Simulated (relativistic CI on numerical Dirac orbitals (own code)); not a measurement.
Level scheme of Hg6+

Method of calculation: Dirac-Coulomb-Breit CI, orbitals from a KLI potential per configuration, QED by a radiative potential, valence Slater integrals scaled by 0.9, P86 correlation estimate, and configurations built on the next ion tied to the tabulated ionisation energy (semi-empirical) (own radial code, finite nucleus).

CI space (outside the closed core [Kr] 4d10 4f14): 5s2 5p6 5d6, 5s2 5p6 5d5 6s, 5s2 5p6 5d5 6p, 5s2 5p6 5d5 6d, 5s2 5p6 5d5 7s, 5s2 5p6 5d5 5f, 5s2 5p6 5d5 6f, 5s2 5p5 5d7, 5s2 5p6 5d5 5g, 5s2 5p6 5d4 6s2, 5s2 5p6 5d4 5f2, 5s2 5p6 5d4 6s 6p, 5s2 5p6 5d5 7p, 5s2 5p4 5d8, 5s2 5p6 5d5 7d, 5s2 5p6 5d4 6p2, 5s2 5p6 5d4 5f 6s, 5s 5p6 5d7, 5s2 5p6 5d5 7f, 5s2 5p5 5d6 6s, 5s2 5p6 5d4 5g 6s, 5s 5p6 5d6 5f. Levels of other configurations are missing.

The lowest level is 5s2 5p6 5d6 5D_4, with 70 % of that term; Hund's rules for 5s2 5p6 5d6 give 5D with J = 4, in agreement.

```csv
No.,Configuration,Term,J,E (cm⁻¹),%,Next component (%),Lifetime (s)
1,5s2 5p6 5d6,5D,4,0.0,70,23 3F,
2,5s2 5p6 5d6,5D,2,6459.2,41,39 3P,3.42e+03
3,5s2 5p6 5d6,5D,3,11483.4,86,8 3F,2.14e-02
4,5s2 5p6 5d6,5D,0,13455.9,58,28 3P,6.99e+02
5,5s2 5p6 5d6,5D,1,14903.8,73,21 3P,3.19e-02
6,5s2 5p6 5d6,1G,4,20813.9,24,22 3H,9.54e-03
7,5s2 5p6 5d6,3G,5,27915.1,55,44 3H,5.44e-02
8,5s2 5p6 5d6,3H,6,28991.1,80,19 1I,9.26e+01
9,5s2 5p6 5d6,5D,2,29571.2,48,20 1D,5.21e-03
10,5s2 5p6 5d6,3F,3,31356.2,45,31 3G,9.99e-03
11,5s2 5p6 5d6,3F,2,32131.1,52,29 3P,7.36e-03
12,5s2 5p6 5d6,1S,0,37344.3,54,33 5D,3.17e-03
13,5s2 5p6 5d6,3D,1,40082.6,68,22 3P,8.90e-03
14,5s2 5p6 5d6,3H,4,40419.2,47,20 3F,7.74e-03
15,5s2 5p6 5d6,3D,2,40907.8,59,23 3P,1.66e-02
16,5s2 5p6 5d6,3G,4,42491.6,41,30 3F,8.17e-03
17,5s2 5p6 5d6,3D,3,45063.0,64,24 3F,5.37e-03
18,5s2 5p6 5d6,3P,0,45596.8,94,4 1S,2.59e-02
19,5s2 5p6 5d6,3H,5,45710.9,55,44 3G,1.06e-02
20,5s2 5p6 5d6,3G,3,48146.2,34,33 3F,9.93e-03
21,5s2 5p6 5d6,3F,3,50416.2,36,36 1F,1.02e-02
22,5s2 5p6 5d6,1I,6,51997.4,80,19 3H,1.16e-02
23,5s2 5p6 5d6,3P,1,53724.6,71,22 3D,4.05e-03
24,5s2 5p6 5d6,1D,2,57416.5,48,26 3P,5.05e-03
25,5s2 5p6 5d6,1G,4,58146.1,62,24 3F,6.80e-03
26,5s2 5p6 5d6,3P,1,60828.3,83,12 5D,1.90e-03
27,5s2 5p6 5d6,3F,2,67158.5,85,7 3D,3.77e-03
28,5s2 5p6 5d6,3F,4,68007.8,71,12 3G,3.29e-03
29,5s2 5p6 5d6,3P,2,78265.4,64,18 1D,2.58e-03
30,5s2 5p6 5d6,1G,4,78884.2,74,16 3F,2.71e-03
31,5s2 5p6 5d6,3P,0,79024.7,57,34 1S,1.51e-03
32,5s2 5p6 5d6,3F,3,79695.9,51,28 1F,2.81e-03
33,5s2 5p6 5d6,1D,2,91334.3,92,2 3D,3.29e-03
34,5s2 5p6 5d6,1S,0,113976.8,90,8 3P,1.20e-03
35,5d5(6S) 6s,7S,3,122264.1,80,17 5P,1.58e-03
36,5d5(6S) 6s,5S,2,142759.2,42,17 3P,5.23e-05
37,5d5(4G) 6s,5G,3,148152.3,18,18 5D,1.21e-04
38,5d5(4G) 6s,5G,2,151138.4,45,26 5S,8.39e-05
39,5d5(4G) 6s,5G,4,155917.9,56,17 5D,1.41e-04
40,5d5(4G) 6s,5G,6,157448.0,76,19 3H,1.23e-04
41,5d5(4D) 6s,5D,2,157752.9,40,31 5P,1.01e-04
42,5d5(4G) 6s,5G,5,158504.5,76,9 3H,1.45e-04
43,5d5(4G) 6s,5G,3,158633.8,57,12 5P,1.34e-04
44,5d5(4P) 6s,5P,1,159245.0,43,42 5D,1.34e-04
45,5d5(4D) 6s,5D,3,165906.5,31,24 3G,6.51e-05
46,5d5(4D) 6s,5D,4,165912.8,51,29 5G,1.03e-04
47,5d5(4D) 6s,5D,0,167682.1,83,15 3P,9.46e-05
48,5d5(4P) 6s,5P,1,168682.1,33,19 3D,6.84e-05
49,5d5(4G) 6s,3G,5,168816.0,36,30 3I,6.22e-05
50,5d5(4D) 6s,3D,2,168864.9,27,16 5G,5.60e-05
51,5d5(4G) 6s,3G,4,172000.5,49,22 3F,6.15e-05
52,5d5(4G) 6s,3G,3,172219.8,29,24 5P,6.37e-05
53,5d5(2D) 6s,3D,2,174319.4,28,23 5D,8.09e-05
54,5d5(4D) 6s,5D,1,176059.7,38,30 3D,9.44e-05
55,5d5(2I) 6s,3I,6,176660.4,63,16 5G,8.83e-05
56,5d5(2G) 6s,3G,5,177483.6,31,26 5F,8.75e-05
57,5d5(2F) 6s,3F,4,177835.0,28,25 3G,5.68e-05
58,5d5(4D) 6s,3D,3,178014.3,25,20 3F,6.07e-05
59,5d5(4F) 6s,5F,2,180272.2,49,15 1D,6.83e-05
60,5d5(2I) 6s,3I,7,181315.6,100,,8.42e-05
61,5d5(4D) 6s,3D,3,181738.4,44,21 3F,5.04e-05
62,5d5(4D) 6s,3D,1,182014.2,33,29 5F,5.13e-05
63,5d5(4G) 6s,3G,5,182201.5,60,31 3I,5.61e-05
64,5d5(4D) 6s,3D,2,183292.6,41,21 5P,5.07e-05
65,5d5(4P) 6s,3P,0,183891.4,69,16 5D,3.88e-05
66,5d5(2G) 6s,3G,4,185719.3,47,18 3H,5.47e-05
67,5d5(2G) 6s,3G,3,186008.0,28,24 3F,5.62e-05
68,5d5(2I) 6s,1I,6,187265.1,69,23 3I,6.36e-05
69,5d5(4D) 6s,3D,1,188230.4,62,20 3P,4.68e-05
70,5d5(2F) 6s,3F,2,188742.5,59,15 3D,5.85e-05
```

Energies count from the lowest computed level; lifetimes are radiative, by E1, M1, E2 decay to levels of this space only. Percentages are summed over parent terms; the parents shown are those of the largest component, closed shells are left out there.

The mean weight of the leading LS term, summed over parents, in these 70 levels is 55 %, and that of the leading jj configuration (from the same eigenvectors) 69 %, so jj coupling describes them better and the LS labels are nominal.

Configurations that consist of the next ion and one excited electron were tied to the tabulated ionisation energy; Rydberg ones are usually within 1,000 to 3,000 cm⁻¹ and the lowest ones within about 6,000 (9,000 in d shells), while levels on excited terms of the next ion carry the error of that term, and the other configurations can be misplaced by 10,000 cm⁻¹ or more. Rates follow the energies as ν³ (E1, M1) or ν⁵ (E2), so rates, branching and lifetimes can be off by large factors. Levels and lines within the n = 5 or 6 shells can be off by up to 10 % or somewhat more, and those that change n by about 2 %, since core polarisation is missing.

LS names give the leading component of a level, which can be under half, so a name can repeat, a term be missing and a line seem to break the LS rules.
